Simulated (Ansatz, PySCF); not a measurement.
System: AlOF, net charge 0, singlet state. SMILES: [Al](=[O])[F]
Geometry from a B3LYP-D3(BJ)/def2-TZVP (Ansatz, a quantum-chemistry and plane-wave program) optimisation:
```
Al
O 1 1.5973
F 1 1.6364 2 180.00
```
Charge 0, spin multiplicity 1.

Wanted: atomisation energy, in kcal/mol. Set-up: valence correlation only; atomisation electronic, to ground-state atoms; LANL2DZ with its own core potentials from Na on; UHF or UKS for open shells; non-relativistic; no spin-orbit coupling; no dispersion term unless named. CBS marks a two-point X^-3 extrapolation of the correlation energy; Hartree-Fock from the larger set. Ab initio and DFT rows: single points at B3LYP-D3(BJ) geometries (Ansatz).

```json
[
 {"species": "[O]=[Al][F]", "coefficient": "-1", "E at B3LYP/LANL2DZ (Ansatz), Eh": "-177.09561", "E at M06-2X/def2-TZVPD (PySCF), Eh": "-417.55283"},
 {"species": "Al atom", "coefficient": "+1", "E at B3LYP/LANL2DZ (Ansatz), Eh": "-1.93304", "E at M06-2X/def2-TZVPD (PySCF), Eh": "-242.34248"},
 {"species": "F atom", "coefficient": "+1", "E at B3LYP/LANL2DZ (Ansatz), Eh": "-99.74999", "E at M06-2X/def2-TZVPD (PySCF), Eh": "-99.73422"},
 {"species": "O atom", "coefficient": "+1", "E at B3LYP/LANL2DZ (Ansatz), Eh": "-75.08172", "E at M06-2X/def2-TZVPD (PySCF), Eh": "-75.06660"}
]
```

Coupled cluster (Ansatz) is a level with limits of its own, used here on species with T1 under 0.025 (0.045 for open shells) and stable references: CCSD(T)/CBS(aug-cc-pV(T+d)Z,aug-cc-pV(Q+d)Z). Value to compare with, CCSD(T)/CBS(aug-cc-pV(T+d)Z,aug-cc-pV(Q+d)Z) (Ansatz): 264.9 kcal/mol. 1 Eh = 627.5095 kcal/mol.

Problem. Compute it at each level from the table, and compare with CCSD(T)/CBS(aug-cc-pV(T+d)Z,aug-cc-pV(Q+d)Z) (Ansatz).

Solution. 
- B3LYP/LANL2DZ: the sum of coefficient times E is 0.33086 Eh, or 207.62 kcal/mol. Result: 207.6 kcal/mol. Its difference against CCSD(T)/CBS(aug-cc-pV(T+d)Z,aug-cc-pV(Q+d)Z) (Ansatz) is -57.3 kcal/mol.
- M06-2X/def2-TZVPD: the sum of coefficient times E is 0.40953 Eh, or 256.98 kcal/mol. Result: 257.0 kcal/mol. Its difference against CCSD(T)/CBS(aug-cc-pV(T+d)Z,aug-cc-pV(Q+d)Z) (Ansatz) is -7.9 kcal/mol.
